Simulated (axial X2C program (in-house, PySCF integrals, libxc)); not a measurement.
# Which molecule has these constants?

All values come from calculations with an axial X2C code built on PySCF integrals, spin-free (one-electron X2C) or two-component (2c: spin–orbit coupling with atomic mean-field Coulomb and Gaunt terms, which also bring small scalar terms), in Dyall basis sets with cores contracted in-house; open shells are unrestricted.

A two-component CCSD(T) calculation in a Dyall 3-zeta basis gave Re = 1.370 Å, ωe = 2539.4 cm⁻¹, De = 3.56 eV, Ω = 1.

Task: Which molecule is it?
A. SH⁺
B. OH⁺
C. SeH⁺

Result: A. The others have SeH⁺ 1.489 Å and 2314.9 cm⁻¹ (Ω = 1); OH⁺ 1.031 Å and 3111.2 cm⁻¹ (Ω = 1).

Frozen shells (counts by l): SH⁺ S 2s1p, H none, 6 electrons correlated; SeH⁺ Se 3s2p1d, H none, 6 electrons correlated; OH⁺ O 1s, H none, 6 electrons correlated. Coupled cluster in natural virtuals with an MP2 remainder. Where the outer core of a metal is frozen, bonds come out longer and ionisation energies lower.

Each entry is the lowest single determinant of a limited PBE0 search at one distance. De goes to single-determinant-based atoms at the same level (for ions the charge split of lowest energy) and is withheld (n/a) where an atom does not fit its ground term or J level. Main or longest-lived isotopes. One determinant is a doubtful description, or other states lie close, for SH⁺, SeH⁺, OH⁺; these need not be ground states, and all values refer to the states named. Some open-shell Ω = 0 determinants are out of reach, so the Ω given for SH⁺, SeH⁺, OH⁺ need not be the lowest component. With several unpaired electrons the Ω given is that of one determinant, not necessarily of the lowest component.
